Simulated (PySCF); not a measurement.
F7Re (SMILES [F][Re]([F])([F])([F])([F])([F])[F]), singlet, at a GFN2-xTB geometry (such geometries of metal compounds can be far from the true shape) (core potentials on Re); SVWN5/def2-SVP run with PySCF.

The PySCF input:
```python
from pyscf import gto, scf, dft

mol = gto.M(
    atom='''
Re    0.000000    0.000000    0.000000
F     0.265481    1.806122   -0.292297
F     0.043808   -0.289320   -1.747939
F    -0.043808    0.289320    1.747939
F    -1.657493    0.800273   -0.174002
F     0.860310   -1.610841    0.288189
F    -1.289868   -1.311526    0.184757
F     1.821569    0.315972   -0.006647
''',
    basis='def2-svp',
    ecp={'Re': 'def2-svp'},
    charge=0,
    spin=0,
    verbose=4,
)

mf = dft.RKS(mol)
mf.xc = 'lda,vwn'
mf.kernel()
```

Output, abridged:

```
PySCF version 2.14.0

[INPUT] verbose = 4
[INPUT] num. atoms = 8
[INPUT] num. electrons = 78
[INPUT] charge = 0
[INPUT] spin (= nelec alpha-beta = 2S) = 0
[INPUT] symmetry False subgroup None
[INPUT] Mole.unit = angstrom
[INPUT] Symbol           X                Y                Z      unit          X                Y                Z       unit  Magmom
[INPUT]  1 Re     0.000000000000   0.000000000000   0.000000000000 AA    0.000000000000   0.000000000000   0.000000000000 Bohr   0.0
[INPUT]  2 F      0.265481000000   1.806122000000  -0.292297000000 AA    0.501686381276   3.413075927552  -0.552361277032 Bohr   0.0
[INPUT]  3 F      0.043808000000  -0.289320000000  -1.747939000000 AA    0.082785122065  -0.546735562359  -3.303125992446 Bohr   0.0
[INPUT]  4 F     -0.043808000000   0.289320000000   1.747939000000 AA   -0.082785122065   0.546735562359   3.303125992446 Bohr   0.0
[INPUT]  5 F     -1.657493000000   0.800273000000  -0.174002000000 AA   -3.132207823384   1.512296794884  -0.328816125127 Bohr   0.0
[INPUT]  6 F      0.860310000000  -1.610841000000   0.288189000000 AA    1.625750282225  -3.044048320221   0.544598282112 Bohr   0.0
[INPUT]  7 F     -1.289868000000  -1.311526000000   0.184757000000 AA   -2.437497256840  -2.478424945246   0.349140129596 Bohr   0.0
[INPUT]  8 F      1.821569000000   0.315972000000  -0.006647000000 AA    3.442266526998   0.597100543031  -0.012561009550 Bohr   0.0

nuclear repulsion = 612.838853175648
number of shells = 54
number of NR pGTOs = 225
number of NR cGTOs = 130
basis = def2-svp
ecp = {'Re': 'def2-svp'}

******** <class 'pyscf.dft.rks.RKS'> ********
method = RKS
initial guess = minao
damping factor = 0
level_shift factor = 0
DIIS = <class 'pyscf.scf.diis.CDIIS'>
diis_start_cycle = 1
diis_space = 8
diis_damp = 0
SCF conv_tol = 1e-09
SCF conv_tol_grad = None
SCF max_cycles = 50
direct_scf = True
direct_scf_tol = 1e-13
XC library pyscf.dft.libxc version 7.1.2
    S. Lehtola, C. Steigemann, M. J. T. Oliveira, and M. A. L. Marques,  SoftwareX 7, 1–5 (2018)
XC functionals = lda,vwn
    P. A. M. Dirac,  Math. Proc. Cambridge Philos. Soc. 26, 376 (1930)
    F. Bloch,  Z. Phys. 57, 545 (1929)
    S. H. Vosko, L. Wilk, and M. Nusair,  Can. J. Phys. 58, 1200 (1980)
radial grids:
    Treutler-Ahlrichs [JCP 102, 346 (1995); DOI:10.1063/1.469408] (M4) radial grids

becke partition: Becke, JCP 88, 2547 (1988); DOI:10.1063/1.454033
pruning grids: <function nwchem_prune>
grids dens level: 3
symmetrized grids: False
atomic radii adjust function: <function treutler_atomic_radii_adjust>
small_rho_cutoff = 0
Set gradient conv threshold to 3.16228e-05
Initial guess from minao.
tot grids = 124144
init E= -760.374954189585
  HOMO = -0.640018204124427  LUMO = -0.393480131869945  gap/eV = 6.70864
cycle= 1 E= -771.500211976808  delta_E= -11.1  |g|= 2.01  |ddm|= 7.99

WARN: HOMO -0.265804436670646 == LUMO -0.26580017057118

cycle= 2 E= -762.145408827173  delta_E= 9.35  |g|= 6.64  |ddm|= 6.72
  HOMO = -0.345873705006182  LUMO = -0.20849375553012  gap/eV = 3.73830
cycle= 3 E= -771.917433869877  delta_E= -9.77  |g|= 1.44  |ddm|= 5.93
  HOMO = -0.305838944190494  LUMO = -0.242507690434971  gap/eV = 1.72333
cycle= 4 E= -772.149214349748  delta_E= -0.232  |g|= 0.932  |ddm|= 1.69
  HOMO = -0.344544608889208  LUMO = -0.267101730039469  gap/eV = 2.10733
cycle= 5 E= -772.30912985075  delta_E= -0.16  |g|= 0.0919  |ddm|= 0.671
  HOMO = -0.334959928185313  LUMO = -0.253132658387327  gap/eV = 2.22663
cycle= 6 E= -772.309364272821  delta_E= -0.000234  |g|= 0.0876  |ddm|= 0.131
  HOMO = -0.336913961588458  LUMO = -0.254492195874332  gap/eV = 2.24281
cycle= 7 E= -772.310273869779  delta_E= -0.00091  |g|= 0.0542  |ddm|= 0.0975
  HOMO = -0.338360556147215  LUMO = -0.256823983464888  gap/eV = 2.21872
cycle= 8 E= -772.31082347849  delta_E= -0.00055  |g|= 0.00946  |ddm|= 0.0401
  HOMO = -0.338205411635439  LUMO = -0.256805580611695  gap/eV = 2.21500
cycle= 9 E= -772.310836225182  delta_E= -1.27e-05  |g|= 0.00561  |ddm|= 0.00814
  HOMO = -0.338033232180155  LUMO = -0.256662939516588  gap/eV = 2.21420
cycle= 10 E= -772.31084259812  delta_E= -6.37e-06  |g|= 0.000271  |ddm|= 0.00443
  HOMO = -0.338036007512819  LUMO = -0.256658904098521  gap/eV = 2.21438
cycle= 11 E= -772.31084261088  delta_E= -1.28e-08  |g|= 3.24e-05  |ddm|= 0.000186
  HOMO = -0.338034445673653  LUMO = -0.256658066863315  gap/eV = 2.21436
cycle= 12 E= -772.31084261103  delta_E= -1.49e-10  |g|= 7.64e-06  |ddm|= 2.28e-05
  HOMO = -0.338034467651376  LUMO = -0.256657895909089  gap/eV = 2.21437
Extra cycle  E= -772.310842610914  delta_E= 1.16e-10  |g|= 2.58e-05  |ddm|= 2.36e-05
converged SCF energy = -772.310842610914
```
